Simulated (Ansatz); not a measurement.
Stepwise reaction of `[CH3][In]([Cl])[Cl]` with hydrogen fluoride, as a gas-phase model of exchange steps in deposition or etching. ΔE in kJ/mol.

Program: Ansatz. Geometries: PBE0-D4/def2-TZVP. ΔE: electronic, gas phase. CCSD(T)/CBS is the MP2 limit (def2-TZVPP, def2-QZVPP) plus CCSD(T) − MP2 in def2-TZVPP, frozen cores. This one scheme is used for every species. Functionals use def2-TZVPP. B3LYP here is the variant with VWN-RPA as its local correlation; programs differ in this. def2 core potentials past Kr. For In outer-core shells are correlated without core-valence functions, which leaves a few kJ/mol of doubt a bond.

```csv
step,reaction,PBE-D4,B3LYP-D4,ωB97M-V,CCSD(T)/CBS
1,`[CH3][In]([Cl])[Cl]` + H–F → `[CH3][In]([F])[Cl]` + HCl,50.7,52.1,54.1,58.1
2,`[CH3][In]([F])[Cl]` + H–F → `[CH3][In]([F])[F]` + HCl,51.9,53.2,55.3,58.8
```

Q: By hand: ΔE of the 2 steps together at CCSD(T)/CBS.

A: (58.1) + (58.8) = 116.9 kJ/mol, or 58.5 kJ/mol a step.

In ΔE the steps differ by no more than 0.7 kJ/mol. All are uphill at CCSD(T)/CBS. PBE-D4 differs from CCSD(T)/CBS by -7.4 to -6.9 kJ/mol a step. Isolated molecules leave out the surface, adducts and barriers. Largest T1 diagnostic: 0.016.
